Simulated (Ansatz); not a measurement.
Species: GeO₂, charge -1, multiplicity 2. 
Geometry from a B3LYP-D3(BJ)/def2-TZVP (Ansatz, a quantum-chemistry and plane-wave program) optimisation:
```xyz
3

Ge     0.1487    -0.0232     0.1866
O      0.9130     0.2312    -1.3152
O     -1.5080    -0.1384     0.5689
```
Charge -1, spin multiplicity 2.

Basis-set convergence of Hartree-Fock and CCSD correlation energies (hartree) with Ansatz. Cores are frozen in the correlated levels unless marked. UHF or UKS for open shells. No spin-orbit coupling. Frozen are the shells of the preceding noble gas and the d and f shells that filled before the atom's block. Non-relativistic. This anion needs diffuse functions, which these sets lack.

```csv
basis,functions,E(HF),"E(corr, CCSD)"
cc-pVDZ,55,-2225.02453,-0.47029
cc-pVTZ,103,-2225.16852,-0.58762
cc-pVQZ,178,(withheld),(withheld)
```

**Question.** Some entries are withheld; supply them.

**Answer.** 
- cc-pVQZ, E(HF): -2225.19081
- cc-pVQZ, E(corr, CCSD): -0.62898
